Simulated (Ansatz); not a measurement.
GeSiH₈S, singlet: a nudged elastic band.

The input file, in.yaml:

```yaml
crystal:
  periodic: [false, false, false]
  atoms:
    - {symbol: Ge, position_ang: [-1.530423, 0.245372, -0.046417]}
    - {symbol: Si, position_ang: [-0.066708, -1.519686, 0.583131]}
    - {symbol: H, position_ang: [-1.226212, 0.733508, -1.471749]}
    - {symbol: H, position_ang: [-1.427988, 1.431843, 0.922239]}
    - {symbol: H, position_ang: [-2.980827, -0.274930, -0.023434]}
    - {symbol: H, position_ang: [2.737307, 1.315098, 0.034151]}
    - {symbol: S, position_ang: [1.862790, 2.194623, -0.476399]}
    - {symbol: H, position_ang: [-0.407614, -1.999165, 1.949249]}
    - {symbol: H, position_ang: [-0.209856, -2.657323, -0.364896]}
    - {symbol: H, position_ang: [1.352840, -1.079243, 0.577513]}
    - {symbol: H, position_ang: [1.896692, 1.610002, -1.683289]}
basis:
  gaussian: {orbitals: def2-SVP}
hamiltonian: {xc: pbe0, dispersion: d4}
neb:
  images: 5
  climbing: true
  max_iterations: 3
  initial_path: idpp
  final_atoms:
    - {symbol: Ge, position_ang: [-1.230975, 1.606545, -0.532805]}
    - {symbol: Si, position_ang: [0.851216, -1.969346, 0.859849]}
    - {symbol: H, position_ang: [-1.972166, 1.862420, -1.854020]}
    - {symbol: H, position_ang: [-1.871513, 2.399605, 0.611477]}
    - {symbol: H, position_ang: [-1.240173, 0.102148, -0.217731]}
    - {symbol: H, position_ang: [1.594562, -0.705510, 0.631961]}
    - {symbol: S, position_ang: [0.857766, 2.358260, -0.653167]}
    - {symbol: H, position_ang: [-0.223090, -1.743021, 1.859764]}
    - {symbol: H, position_ang: [0.243844, -2.424677, -0.417434]}
    - {symbol: H, position_ang: [1.778944, -3.015442, 1.360708]}
    - {symbol: H, position_ang: [1.211585, 1.529119, -1.648503]}
```

Launched with

```bash
ansatz run in.yaml --threads 4 --pin off --events-out ev --progress --plain --max-ram 9574MiB
```

The run's output (Ansatz 0.2.0):

```
Functional definition: PBE0
  name "PBE0"
  cite "Adamo & Barone, J. Chem. Phys. 110, 6158 (1999) doi:10.1063/1.478522"
  cite "Perdew, Burke & Ernzerhof, Phys. Rev. Lett. 77, 3865 (1996) doi:10.1103/PhysRevLett.77.3865"
  parent pbe
  parameter a = 0.25
  parameter kappa = 0.804
  parameter beta = 0.06672455060314922
  exchange = (1 - a)*pbe_x(kappa = kappa, mu = beta*pi^2/3) + a*exact_x
  correlation = pbe_c(beta = beta)
1137 factors; integrals over basis functions are off by at most 3.4e-4 eV
mean field evaluation 1: about -75333.2237 eV, gradient 1.6e1 eV
mean field evaluation 2: about -75333.5182 eV, gradient 1.3e1 eV
mean field evaluation 4: about -75333.7448 eV, gradient 5.0e-1 eV
mean field evaluation 8: about -75333.7444 eV, gradient 1.3e-2 eV
mean field -75333.74440649 eV, -2768.4640438927 hartree, gradient 1.0e-5 eV, S^2 0.000000; 0 other end points of the search recorded, 0 dependent functions left out
the calculation of the forces begins
reference -75333.74443742 eV, -2768.4640450292 hartree; 35, 35 occupied and 73, 73 virtual orbitals, 1137 factors
1137 factors; integrals over basis functions are off by at most 8.4e-4 eV
mean field evaluation 16: about -75333.5785 eV, gradient 1.6e1 eV
mean field -75333.93909751 eV, -2768.4711986556 hartree, gradient 2.9e-5 eV, S^2 0.000000; 0 other end points of the search recorded, 0 dependent functions left out
the calculation of the forces begins
reference -75333.93912866 eV, -2768.4711998004 hartree; 35, 35 occupied and 73, 73 virtual orbitals, 1137 factors
WARN: NEB end point (image 0): max|allowed force component| = 2.177e-1 eV/Å (the criterion of neb.relax_end_points is 1.000e-2). That is over neb.f_tol: it is no minimum, so the barrier can be far off. Relax it first
WARN: NEB end point (image 6): max|allowed force component| = 1.634e-1 eV/Å (the criterion of neb.relax_end_points is 1.000e-2). That is over neb.f_tol: it is no minimum, so the barrier can be far off. Relax it first
1137 factors; integrals over basis functions are off by at most 3.5e-4 eV
mean field evaluation 32: about -75332.3725 eV, gradient 3.0e-1 eV
mean field -75332.37251404 eV, -2768.4136277748 hartree, gradient 2.5e-5 eV, S^2 0.000000; 0 other end points of the search recorded, 0 dependent functions left out
the calculation of the forces begins
reference -75332.37254449 eV, -2768.4136288939 hartree; 35, 35 occupied and 73, 73 virtual orbitals, 1137 factors
1137 factors; integrals over basis functions are off by at most 3.5e-4 eV
mean field -75329.97656212 eV, -2768.3255781661 hartree, gradient 4.6e-5 eV, S^2 0.000000; 0 other end points of the search recorded, 0 dependent functions left out
the calculation of the forces begins
reference -75329.97659254 eV, -2768.3255792838 hartree; 35, 35 occupied and 73, 73 virtual orbitals, 1137 factors
1137 factors; integrals over basis functions are off by at most 3.7e-4 eV
mean field evaluation 64: about -75328.0905 eV, gradient 3.8e-1 eV
mean field -75328.10187580 eV, -2768.2566847145 hartree, gradient 7.1e-5 eV, S^2 0.000000; 0 other end points of the search recorded, 0 dependent functions left out
the calculation of the forces begins
reference -75328.10190621 eV, -2768.2566858319 hartree; 35, 35 occupied and 73, 73 virtual orbitals, 1137 factors
1137 factors; integrals over basis functions are off by at most 6.0e-4 eV
mean field -75329.67630745 eV, -2768.3145440102 hartree, gradient 2.8e-5 eV, S^2 0.000000; 0 other end points of the search recorded, 0 dependent functions left out
the calculation of the forces begins
reference -75329.67633804 eV, -2768.3145451345 hartree; 35, 35 occupied and 73, 73 virtual orbitals, 1137 factors
1137 factors; integrals over basis functions are off by at most 1.2e-3 eV
mean field evaluation 96: about -75332.3338 eV, gradient 2.4e0 eV
mean field -75332.36254551 eV, -2768.4132614383 hartree, gradient 4.5e-5 eV, S^2 0.000000; 0 other end points of the search recorded, 0 dependent functions left out
the calculation of the forces begins
reference -75332.36257639 eV, -2768.4132625732 hartree; 35, 35 occupied and 73, 73 virtual orbitals, 1137 factors
NEB iter   1: max|band force component| = 2.788e0 eV/Å  barrier→ = 5.6033 eV  barrier← = 5.7898 eV  Δτ_max = 0.2000 Å  (176 SCF iters)
NEB iter   2: max|band force component| = 2.858e0 eV/Å  barrier→ = 4.6072 eV  barrier← = 4.7937 eV  Δτ_max = 0.2000 Å  (148 SCF iters)
NEB iter   3: max|band force component| = 2.871e0 eV/Å  barrier→ = 3.8922 eV  barrier← = 4.0787 eV  Δτ_max = 0.1027 Å  (136 SCF iters)
Error: NEB band did not converge after 3 iterations: max|band force component| = 2.87e0 eV/Å (threshold 5.0e-2); raise `neb.max_iterations` in a new run, which can start from the last band evaluated (`neb.initial_path`, with `crystal.atoms` and `neb.final_atoms` set to its first and last images), add images, or start from endpoints closer to local minima. Where this run's directory can be resumed (`checkpoint.write`), a resume goes on for up to `neb.max_iterations` more; to start a new run from the last band, take its images' positions from the `neb_iteration` event of iteration 3 (`data.images[].positions_ang`), in the event stream of the run that computed that iteration (not this run's, if it was resumed behind it). With `checkpoint.write`, `steps/00-neb/state/checkpoint.json` in the run directory holds the last saved band, under `neb.evaluated.images[].positions_ang` (a band under a hybrid functional on support functions is neither saved nor resumed: `neb.initial_path` says where its path is): check the last entry of `neb.iterations` there, which is earlier than 3 if that iteration was not saved or its write failed. If the band's step has no `state` directory and holds `state.next`, a write was cut short, and the file is under `state.next` instead (behind a loss of power it can be under `state.prev`)
a run's events are kept only if it was started with --events-out <file>, and are in that file

[the SCF lines of later steps are left out]
```

The lines “mean field evaluation” count trial sets of orbitals through the whole run, from several starts and some on an approximate energy, so they need not fall steadily or lie above the final value.

The run took about 26 s on 4 CPU threads of an Arm Neoverse V1 (shared host).


The run did not converge within its limit. Three iterations were allowed, too few to relax the band.